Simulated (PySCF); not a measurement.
## Spin-rotation constants: `C[C@@H]1CCC[C@@H]1C`, C7H14

Geometry (Å), atoms numbered from 1 in this order:
```xyz
21

C     1.0734    1.8207   -0.4681
C     0.1132    0.6672   -0.7214
C    -1.2178    0.8075    0.0324
C    -1.7361   -0.6254    0.2479
C    -0.6623   -1.5505   -0.3406
C     0.6270   -0.7246   -0.3159
C     1.2849   -0.7577    1.0598
H     1.2563    1.9524    0.5952
H     0.6537    2.7462   -0.8574
H     2.0241    1.6412   -0.9663
H    -0.0991    0.6311   -1.7960
H    -1.9249    1.4151   -0.5313
H    -1.0510    1.3044    0.9887
H    -2.6971   -0.7835   -0.2400
H    -1.8723   -0.8275    1.3103
H    -0.9124   -1.7992   -1.3736
H    -0.5698   -2.4812    0.2178
H     1.3460   -1.0984   -1.0510
H     0.6206   -0.3538    1.8182
H     1.5272   -1.7838    1.3293
H     2.2075   -0.1832    1.0617
```

Computed, not measured: GIAO CAM-B3LYP/pcSseg-1 magnetisability, rotational g tensor and spin-rotation constants, non-relativistic, gas phase (PySCF 2.14.0). Geometry: GFN2-xTB.

Give the nuclear spin-rotation constants along the inertial axes (H = +C I·J) beside the isotropic shieldings.

Rotational constants 3.4349, 2.5898, 1.8720 GHz. A star marks the isotopologue with that one atom substituted, in its own axes.
| atom | isotope | Caa (kHz) | Cbb (kHz) | Ccc (kHz) | mean (kHz) | σ (ppm) |
| --- | --- | --- | --- | --- | --- | --- |
| H8 | 1H | -0.373 | -0.274 | 0.018 | -0.210 | 31.0 |
| H9 | 1H | -0.290 | 0.000 | -0.209 | -0.166 | 30.5 |
| H10 | 1H | -0.269 | -0.140 | -0.123 | -0.177 | 30.7 |
| H11 | 1H | -0.358 | -0.233 | 0.024 | -0.189 | 29.9 |
| H12 | 1H | -0.383 | 0.074 | -0.188 | -0.165 | 29.9 |
| H13 | 1H | -0.343 | -0.286 | 0.031 | -0.199 | 30.5 |
| H14 | 1H | -0.180 | -0.109 | -0.169 | -0.152 | 30.0 |
| H15 | 1H | -0.319 | -0.252 | 0.012 | -0.186 | 30.0 |
| H16 | 1H | -0.341 | -0.260 | 0.030 | -0.190 | 30.0 |
| H17 | 1H | -0.164 | -0.098 | -0.198 | -0.153 | 30.4 |
| H18 | 1H | -0.333 | -0.173 | -0.035 | -0.181 | 30.0 |
| H19 | 1H | -0.382 | -0.205 | -0.031 | -0.206 | 31.1 |
| H20 | 1H | -0.232 | -0.061 | -0.214 | -0.169 | 31.1 |
| H21 | 1H | 0.028 | -0.251 | -0.208 | -0.144 | 30.8 |
| C1 | 13C* | 0.459 | 0.408 | 0.268 | 0.378 | 166.5 |
| C2 | 13C* | 0.605 | 0.431 | 0.376 | 0.471 | 143.4 |
| C3 | 13C* | 0.467 | 0.486 | 0.338 | 0.430 | 151.8 |
| C4 | 13C* | 0.471 | 0.390 | 0.327 | 0.396 | 160.6 |

For the geometry as given, no vibrational averaging.

How do the rotational constants and the g tensor change when H8, H9, H10, H11, H12, H13, H14, H15, H16, H17, H18, H19, H20, H21 are replaced by deuterium?

Constants 2.6276, 2.0224, 1.4958 GHz; g 0.0021, -0.0020, 0.0004, against 0.0027, -0.0026, 0.0004 before.
